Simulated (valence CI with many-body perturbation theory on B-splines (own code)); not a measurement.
# Hg³⁰⁺: E2, M1 decay

Level of theory: valence CI with perturbative core correlation (CI+MBPT): four valence electrons over a frozen Dirac-Fock core [Kr] 4d10, radial functions for each j: 8 s, 8 p, 9 d, 9 f, 6 g, 3 h, 2 i, with the one-electron correlation potential Σ1, the two-electron term Σ2, the three-electron term Σ3, Breit, model QED; selected CI, second order for the rest (own B-spline code, finite nucleus).

No measured spectrum was set against this ion. As an estimate, large intervals hold to a few tenths of a per cent, small ones and those within an open d or f shell to about a per cent. Core correlation moves these levels by up to 4400 cm⁻¹, and in measured spectra 5 to 20 % of such shifts remained as error; rates that hang on mixing are uncertain with them. Only levels of the ground parity were solved; by the run's estimate the other parity begins above the list, which can be wrong where configurations are misplaced.

Lines 51 to 100 of 120 in falling wavelength, among levels below 23.823 eV, chosen from the decays that carry over 1 % of a level's rate. Wavelengths and rates use the calculated energies. Electric multipoles are in the length gauge, E1 and E2 with the static RPA response of the core. Weak lines are less certain than strong ones. Lines between different terms over intervals too small for the method are left out, as are lines whose strength nearly cancels. Where a level lies close to another of its J and parity, the split of strength between their lines is uncertain.

Levels are named by their leading jj configuration (3d3/2^4 stands for four electrons in 3d with j = 3/2), which in mixed levels can hold well under half, so a name can repeat and another be missing. Letters in brackets count levels of one name in rising energy.

| λ vac (Å) | Upper | Lower | Type | A (s⁻¹) | Branch % |
| --- | --- | --- | --- | --- | --- |
| 2331 | (4f5/2^2 4f7/2^2) J=2 [b] | (4f5/2^3 4f7/2) J=2 [b] | M1 | 1.15e+03 | 50.3 |
| 2328 | (4f5/2^2 4f7/2^2) J=1 | (4f5/2^3 4f7/2) J=2 [b] | M1 | 1.13e+03 | 49.2 |
| 2319 | (4f5/2^2 4f7/2^2) J=2 [a] | (4f5/2^3 4f7/2) J=3 [a] | M1 | 7.93e+02 | 27.0 |
| 2276 | (4f5/2^2 4f7/2^2) J=7 [a] | (4f5/2^3 4f7/2) J=6 [a] | M1 | 1.37e+03 | 71.0 |
| 2250 | (4f5/2^2 4f7/2^2) J=3 [a] | (4f5/2^3 4f7/2) J=3 [a] | M1 | 7.97e+02 | 29.9 |
| 2169 | (4f5/2^2 4f7/2^2) J=4 [d] | (4f5/2^3 4f7/2) J=5 [b] | M1 | 1.73e+02 | 11.3 |
| 2100 | (4f5/2^2 4f7/2^2) J=2 [b] | (4f5/2^3 4f7/2) J=2 [a] | M1 | 1.48e+02 | 6.5 |
| 2091 | (4f5/2^2 4f7/2^2) J=4 [c] | (4f5/2^3 4f7/2) J=3 [b] | M1 | 8.54e+01 | 6.3 |
| 2077 | (4f5/2^2 4f7/2^2) J=6 [c] | (4f5/2^3 4f7/2) J=5 [b] | M1 | 3.08e+02 | 34.5 |
| 2024 | (4f5/2^2 4f7/2^2) J=6 [c] | (4f5/2^2 4f7/2^2) J=6 [a] | M1 | 2.74e+02 | 30.7 |
| 1992 | (4f5/2^2 4f7/2^2) J=3 [b] | (4f5/2^3 4f7/2) J=2 [b] | M1 | 2.58e+02 | 24.7 |
| 1977 | (4f5/2^2 4f7/2^2) J=2 [b] | (4f5/2^3 4f7/2) J=3 [a] | M1 | 5.92e+01 | 2.6 |
| 1977 | (4f5/2^2 4f7/2^2) J=4 [b] | (4f5/2^3 4f7/2) J=4 [a] | M1 | 1.22e+03 | 32.8 |
| 1947 | (4f5/2^2 4f7/2^2) J=3 [b] | (4f5/2^3 4f7/2) J=3 [b] | M1 | 3.49e+02 | 33.4 |
| 1913 | (4f5/2^2 4f7/2^2) J=2 [a] | (4f5/2^3 4f7/2) J=1 [a] | M1 | 1.24e+03 | 42.1 |
| 1841 | (4f5/2^2 4f7/2^2) J=4 [c] | (4f5/2^3 4f7/2) J=3 [a] | M1 | 7.68e+01 | 5.6 |
| 1835 | (4f5/2^2 4f7/2^2) J=3 [a] | (4f5/2^3 4f7/2) J=4 [a] | M1 | 3.04e+01 | 1.1 |
| 1821 | (4f5/2^2 4f7/2^2) J=3 [b] | (4f5/2^3 4f7/2) J=2 [a] | M1 | 1.19e+02 | 11.4 |
| 1770 | (4f5/2^2 4f7/2^2) J=9 | (4f5/2^3 4f7/2) J=8 | M1 | 1.13e+03 | 84.9 |
| 1755 | (4f5/2^2 4f7/2^2) J=6 [a] | (4f5/2^3 4f7/2) J=5 [a] | M1 | 2.63e+03 | 88.1 |
| 1749 | (4f5/2^2 4f7/2^2) J=5 [a] | (4f5/2^3 4f7/2) J=4 [a] | M1 | 2.06e+02 | 18.0 |
| 1736 | (4f5/2^3 4f7/2) J=4 [a] | (4f5/2^4) J=4 | M1 | 1.63e+03 | 92.2 |
| 1728 | (4f5/2^2 4f7/2^2) J=3 [b] | (4f5/2^3 4f7/2) J=3 [a] | M1 | 1.96e+01 | 1.9 |
| 1717 | (4f5/2^3 4f7/2) J=5 [b] | (4f5/2^3 4f7/2) J=5 [a] | M1 | 2.89e+02 | 31.0 |
| 1706 | (4f5/2^2 4f7/2^2) J=4 [d] | (4f5/2^3 4f7/2) J=3 [b] | M1 | 1.13e+02 | 7.4 |
| 1693 | (4f5/2^2 4f7/2^2) J=2 [c] | (4f5/2^3 4f7/2) J=3 [b] | M1 | 1.48e+03 | 34.2 |
| 1674 | (4f5/2^2 4f7/2^2) J=2 [b] | (4f5/2^3 4f7/2) J=1 [a] | M1 | 8.15e+02 | 35.8 |
| 1673 | (4f5/2^2 4f7/2^2) J=1 | (4f5/2^3 4f7/2) J=1 [a] | M1 | 1.10e+03 | 47.8 |
| 1616 | (4f5/2^2 4f7/2^2) J=5 [b] | (4f5/2^3 4f7/2) J=4 [a] | M1 | 1.13e+03 | 49.4 |
| 1608 | (4f5/2^4) J=0 | (4f5/2^4) J=2 | E2 | 1.93e+00 | 70.2 |
| 1597 | (4f5/2^2 4f7/2^2) J=2 [c] | (4f5/2^3 4f7/2) J=2 [a] | M1 | 1.51e+03 | 34.7 |
| 1553 | (4f5/2^2 4f7/2^2) J=4 [c] | (4f5/2^3 4f7/2) J=4 [a] | M1 | 9.02e+02 | 66.3 |
| 1551 | (4f5/2^2 4f7/2^2) J=8 [b] | (4f5/2^3 4f7/2) J=7 | M1 | 4.94e+02 | 53.9 |
| 1546 | (4f5/2^3 4f7/2) J=1 [b] | (4f5/2^3 4f7/2) J=1 [a] | M1 | 2.47e+01 | 4.8 |
| 1536 | (4f5/2^2 4f7/2^2) J=4 [d] | (4f5/2^3 4f7/2) J=3 [a] | M1 | 7.06e+02 | 46.1 |
| 1525 | (4f5/2^2 4f7/2^2) J=2 [c] | (4f5/2^3 4f7/2) J=3 [a] | M1 | 4.38e+02 | 10.1 |
| 1518 | (4f5/2^2 4f7/2^2) J=6 [b] | (4f5/2^3 4f7/2) J=7 | M1 | 2.35e+02 | 27.0 |
| 1512 | (4f5/2^2 4f7/2^2) J=4 [a] | (4f5/2^3 4f7/2) J=5 [a] | M1 | 1.95e+02 | 14.0 |
| 1503 | (4f5/2^2 4f7/2^2) J=5 [a] | (4f5/2^3 4f7/2) J=6 [a] | M1 | 2.92e+02 | 25.5 |
| 1478 | (4f5/2^3 4f7/2) J=3 [a] | (4f5/2^4) J=4 | M1 | 2.34e+02 | 43.6 |
| 1472 | (4f5/2^2 4f7/2^2) J=3 [b] | (4f5/2^3 4f7/2) J=4 [a] | M1 | 9.28e+01 | 8.9 |
| 1426 | (4f5/2^2 4f7/2^2) J=0 [a] | (4f5/2^3 4f7/2) J=1 [a] | M1 | 5.94e+02 | 93.2 |
| 1404 | (4f5/2^2 4f7/2^2) J=5 [b] | (4f5/2^3 4f7/2) J=6 [a] | M1 | 1.17e+02 | 5.1 |
| 1395 | (4f5/2^2 4f7/2^2) J=2 [a] | (4f5/2^4) J=2 | M1 | 5.05e+01 | 1.7 |
| 1348 | (4f5/2^3 4f7/2) J=3 [b] | (4f5/2^4) J=4 | M1 | 2.37e+02 | 19.1 |
| 1338 | (4f5/2^2 4f7/2^2) J=2 [c] | (4f5/2^3 4f7/2) J=1 [a] | M1 | 6.86e+02 | 15.8 |
| 1330 | (4f5/2^2 4f7/2^2) J=4 [d] | (4f5/2^3 4f7/2) J=4 [a] | M1 | 1.02e+02 | 6.7 |
| 1282 | (4f5/2^2 4f7/2^2) J=6 [b] | (4f5/2^3 4f7/2) J=6 [a] | M1 | 1.35e+02 | 15.6 |
| 1264 | (4f5/2^2 4f7/2^2) J=2 [b] | (4f5/2^4) J=2 | M1 | 1.01e+02 | 4.4 |
| 1263 | (4f5/2^2 4f7/2^2) J=1 | (4f5/2^4) J=2 | M1 | 3.71e+01 | 1.6 |
